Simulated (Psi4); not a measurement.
C$_{3}$H$_{8}$F$_{2}$Si$_{2}$ (SMILES C[SiH2]/C=C/[SiH](F)F), singlet, geometry from GFN2-xTB, atoms displaced at random by about 0.03 Å a coordinate; PBE0/STO-3G, gradient in Psi4.

Input for Psi4:
```
memory 2 GB

molecule {
0 1
Si    2.01283472   -0.49731309    0.18497163
F     2.31178872   -1.97954011   -0.52941738
F     2.37579483    0.47601058   -1.00629957
C     0.20292300   -0.34316868    0.58624182
C    -0.55185063    0.60582374    0.20217574
Si   -2.43347202    0.82432279    0.67447045
C    -3.41550448    0.85882208   -0.96305265
H     2.97127283   -0.36077911    1.18950155
H    -0.24907635   -1.17218446    1.17788681
H    -0.20903027    1.40839158   -0.33640648
H    -2.64566375    1.95204176    1.46138232
H    -2.79310642   -0.38173860    1.49766780
H    -3.21249256   -0.07886126   -1.53619353
H    -4.47541860    0.84627289   -0.78312089
H    -3.06208348    1.60298979   -1.58124965
symmetry c1
no_reorient
no_com
}

set {
  basis sto-3g
}

gradient('pbe0')
print_variables()
```

It wrote (shortened):

```
gradient() will perform analytic gradient computation.

   => Loading Basis Set <=

    Name: STO-3G
    Role: ORBITAL
    Keyword: BASIS

         ---------------------------------------------------------
                                   SCF
               by Justin Turney, Rob Parrish, Andy Simmonett
                          and Daniel G. A. Smith
                              RKS Reference
         ---------------------------------------------------------

  ==> Geometry <==

    Molecular point group: c1
    Full point group: C1

    Geometry (in Angstrom), charge = 0, multiplicity = 1:

       Center              X                  Y                   Z               Mass
    ------------   -----------------  -----------------  -----------------  -----------------
         SI           2.012834720000    -0.497313090000     0.184971630000    27.976926534650
         F            2.311788720000    -1.979540110000    -0.529417380000    18.998403162730
         F            2.375794830000     0.476010580000    -1.006299570000    18.998403162730
         C            0.202923000000    -0.343168680000     0.586241820000    12.000000000000
         C           -0.551850630000     0.605823740000     0.202175740000    12.000000000000
         SI          -2.433472020000     0.824322790000     0.674470450000    27.976926534650
         C           -3.415504480000     0.858822080000    -0.963052650000    12.000000000000
         H            2.971272830000    -0.360779110000     1.189501550000     1.007825032230
         H           -0.249076350000    -1.172184460000     1.177886810000     1.007825032230
         H           -0.209030270000     1.408391580000    -0.336406480000     1.007825032230
         H           -2.645663750000     1.952041760000     1.461382320000     1.007825032230
         H           -2.793106420000    -0.381738600000     1.497667800000     1.007825032230
         H           -3.212492560000    -0.078861260000    -1.536193530000     1.007825032230
         H           -4.475418600000     0.846272890000    -0.783120890000     1.007825032230
         H           -3.062083480000     1.602989790000    -1.581249650000     1.007825032230

  Running in c1 symmetry.

  Rotational constants: A =      0.13276  B =      0.02052  C =      0.02013 [cm^-1]
  Rotational constants: A =   3979.94861  B =    615.16448  C =    603.57256 [MHz]
  Nuclear repulsion =  424.992573261694474

  Charge       = 0
  Multiplicity = 1
  Electrons    = 72
  Nalpha       = 36
  Nbeta        = 36

  ==> Algorithm <==

  SCF Algorithm Type is DF.
  DIIS enabled.
  MOM disabled.
  Fractional occupation disabled.
  Guess Type is SAD.
  Energy threshold   = 1.00e-08
  Density threshold  = 1.00e-08
  Integral threshold = 1.00e-12

  ==> Primary Basis <==

  Basis Set: STO-3G
    Blend: STO-3G
    Number of shells: 33
    Number of basis functions: 51
    Number of Cartesian functions: 51
    Spherical Harmonics?: true
    Max angular momentum: 1

  ==> DFT Potential <==

   => LibXC <=

    Version 7.1.2
    S. Lehtola, C. Steigemann, M. J. T. Oliveira, and M. A. L. Marques,  SoftwareX 7, 1–5 (2018) (10.1016/j.softx.2017.11.002)

   => Composite Functional: PBE0 <=

    PBE0 Hyb-GGA Exchange-Correlation Functional

    C. Adamo and V. Barone,  J. Chem. Phys. 110, 6158 (1999) (10.1063/1.478522)
    M. Ernzerhof and G. E. Scuseria,  J. Chem. Phys. 110, 5029 (1999) (10.1063/1.478401)

    Deriv               =              1
    GGA                 =           TRUE
    Meta                =          FALSE

    Exchange Hybrid     =           TRUE
    MP2 Hybrid          =          FALSE

   => Exchange Functionals <=

    0.7500   Perdew, Burke & Ernzerhof

   => Exact (HF) Exchange <=

    0.2500               HF

   => Correlation Functionals <=

    1.0000   Perdew, Burke & Ernzerhof

   => LibXC Density Thresholds  <==

    XC_HYB_GGA_XC_PBEH:  1.00E-15

   => Molecular Quadrature <=

    Radial Scheme          =       TREUTLER
[...]
  @DF-RKS Final Energy:  -886.25682021087391
    Total Energy =                       -886.2568202108739115
[...]
         H           -4.475418600000     0.846272890000    -0.783120890000     1.007825032230
         H           -3.062083480000     1.602989790000    -1.581249650000     1.007825032230

  Nuclear repulsion =  424.992573261694474

  ==> Basis Set <==

  Basis Set: STO-3G
    Blend: STO-3G
    Number of shells: 33
    Number of basis functions: 51
    Number of Cartesian functions: 51
    Spherical Harmonics?: true
    Max angular momentum: 1

  ==> DFJKGrad: Density-Fitted SCF Gradients <==

    Gradient:                    1
    J tasked:                  Yes
    K tasked:                  Yes
    wK tasked:                  No
    Integrals threads:           1
    Schwarz Cutoff:          1E-12
    Fitting Condition:       1E-10

   => Auxiliary Basis Set <=

  Basis Set: (STO-3G AUX)
    Blend: DEF2-UNIVERSAL-JKFIT
    Number of shells: 249
    Number of basis functions: 779
    Number of Cartesian functions: 923
    Spherical Harmonics?: true
    Max angular momentum: 4

  ==> DFT Potential <==

   => LibXC <=

    Version 7.1.2
    S. Lehtola, C. Steigemann, M. J. T. Oliveira, and M. A. L. Marques,  SoftwareX 7, 1–5 (2018) (10.1016/j.softx.2017.11.002)

   => Composite Functional: PBE0 <=

    PBE0 Hyb-GGA Exchange-Correlation Functional

    C. Adamo and V. Barone,  J. Chem. Phys. 110, 6158 (1999) (10.1063/1.478522)
    M. Ernzerhof and G. E. Scuseria,  J. Chem. Phys. 110, 5029 (1999) (10.1063/1.478401)

    Deriv               =              1
    GGA                 =           TRUE
    Meta                =          FALSE

    Exchange Hybrid     =           TRUE
    MP2 Hybrid          =          FALSE

   => Exchange Functionals <=

    0.7500   Perdew, Burke & Ernzerhof

   => Exact (HF) Exchange <=

    0.2500               HF

   => Correlation Functionals <=

    1.0000   Perdew, Burke & Ernzerhof

   => LibXC Density Thresholds  <==

    XC_HYB_GGA_XC_PBEH:  1.00E-15

   => Molecular Quadrature <=

    Radial Scheme          =       TREUTLER
    Pruning Scheme         =           NONE
    Nuclear Scheme         =       TREUTLER

    Blocking Scheme        =         OCTREE
    BS radius alpha        =              1
    Pruning alpha          =              1
    Radial Points          =             75
    Spherical Points       =            302
    Total Points           =         317311
    Total Blocks           =           2412
    Max Points             =            256
    Max Functions          =             46
    Weights Tolerance      =       1.00E-15

  -Total Gradient:
     Atom            X                  Y                   Z
    ------   -----------------  -----------------  -----------------
       1        0.015158478562     0.055811645040     0.022105482875
       2        0.006961881816    -0.012848437126    -0.013043337569
       3       -0.008072219823    -0.034969205205     0.029734756564
       4       -0.048724001520     0.082370667447    -0.041200978591
       5        0.117057183869    -0.035732121145    -0.022052200198
       6       -0.023058497853     0.063380816385     0.027047007504
       7       -0.014147099672     0.074637165305    -0.038164475860
       8       -0.014340944671    -0.006483207621    -0.030445217370
       9       -0.007589994359    -0.008681239879     0.004744989156
      10       -0.031026823095    -0.051197622664     0.039157402498
      11        0.003175289997    -0.027323881810    -0.014072739499
      12       -0.003556637986    -0.021957871485     0.015441696770
      13        0.000805274332    -0.010586400356    -0.013628434839
      14        0.015049730185    -0.013184740409     0.001758271703
      15       -0.007719566034    -0.053114573859     0.032691989857

  Variable Map:
  ----------------------------------------------------------------------------
[...]
  Array Variable Map:
  ----------------------------------------------------------------------------
[...]
[...]
```
